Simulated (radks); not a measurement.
Values are calculated unless marked as measured or tabulated.
Q: The sulfur ion S+, configuration [Ne] 3s2 3p3. Code: a radial shooting solver on a logarithmic mesh with Libxc functionals. Model: non-relativistic Kohn-Sham, PBE, spin-polarised, spherical densities, point nucleus; open shells are filled with parallel spins first; hard spherical wall at 1.5 bohr. Some entries of the table are withheld. Estimate them.

orbital,occ.,eigenvalue (eV),r(max) (bohr)
1s up,1,-2312.932,0.06378
1s down,1,-2310.118,0.06374
2s up,1,-152.6109,0.3971
2s down,1,-150.4509,0.3987
2p up,3,-96.6130,0.3360
2p down,3,-93.4565,0.3392
3s up,1,90.8619,1.014
3s down,1,97.9459,1.012
3p up,3,106.3773,1.005
3d up,0,108.9331,0.9086
3p down,0,113.5969,1.004
3d down,0,114.4196,0.8979
4p up,0,(1),1.219
4p down,0,(2),1.219
4s up,0,417.7210,1.228
4s down,0,421.8681,1.228

A: 
(1) 4p up eigenvalue (eV): 405.1112
(2) 4p down eigenvalue (eV): 409.2477
